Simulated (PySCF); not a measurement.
Ligands exchanged one at a time, Al F-I. Gas-phase values, no solvent. Strings in code marks are SMILES.

Quantity: vertical ionisation energy (energy after one electron is removed minus that of the parent at the parent's geometry), in eV.

Case: `[F][Al]([F])[I]`. Geometry of `[Al]([F])([F])[I]` (neutral, multiplicity 1, Å):

```xyz
4

F     -1.0921    -1.2725     0.2922
Al    -0.1863     0.0186    -0.1528
F     -0.9245     1.4743    -0.2993
I      2.2029    -0.2205    -0.5866
```

Problem. Give the vertical ionisation energy (energy after one electron is removed minus that of the parent at the parent's geometry) at the level minus the HOMO energy of SVWN5/6-31G* (LANL2DZ on I) // B3LYP-D3(BJ)/def2-TZVP (PySCF).

Solution. 7.28 eV.
